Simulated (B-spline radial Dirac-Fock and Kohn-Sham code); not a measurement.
# K-line shifts caused by a second vacancy in S⁶⁺

System: the S⁶⁺ ion, [He] 2s2 2p6.

Method: Dirac-Fock (average of configuration) total-energy differences with a finite nucleus, the Breit interaction including its frequency dependence, and self-energy and vacuum-polarisation corrections. Computed with a radial B-spline solver. Each two-hole energy is an average over J within one jj subconfiguration, not an observable level; in light atoms, where LS coupling holds, the j-resolved values are not observed lines, and for a K spectator the Kα1 hypersatellite is nearly forbidden. Electron correlation is not included.

Lines without a spectator: Kα2 (K-L2) 2314.7 eV, Kα1 (K-L3) 2315.9 eV. Shifts in eV with one spectator hole (a dash: not computed, or left out as unreliable):

```
spectator hole     Kα2     Kα1
        K (1s)  +163.0  +163.4
    L2 (2p1/2)  +13.52  +16.54
    L3 (2p3/2)  +16.13  +15.26
```

With n spectator holes in 2p, averaged over the 2p shell (energies in eV):

```csv
n,KαLⁿ,step,hypersatellite KαʰLⁿ
0,2315.5,–,2478.7
1,2331.2,+15.7,2495.9
2,2348.5,+17.2,2514.6
3,2367.2,+18.7,2534.6
4,2387.3,+20.2,2556.1
5,2408.9,+21.6,2579.0
```
